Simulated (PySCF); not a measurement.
Computed with PBE-D3(BJ)/def2-TZVP // r2SCAN-D4/def2-SVP run with PySCF. Gas-phase values, no solvent. One relaxed conformer stands for a flexible species; it need not be the lowest. 

Reference species: [Hf(F)2(NH2)2] (neutral, multiplicity 1).

```yaml
coordination_number: 4
HOMO: -6.07 eV
```

Changed species: [Hf(F)(NH2)3] (3 of 4 F replaced by NH2; the reference has 2 of 4 F replaced by NH2).

Question: What does the change do to the coordination number and HOMO?

Answer: the coordination number hardly moves; the HOMO rises by 0.43 eV, to -5.64 eV.
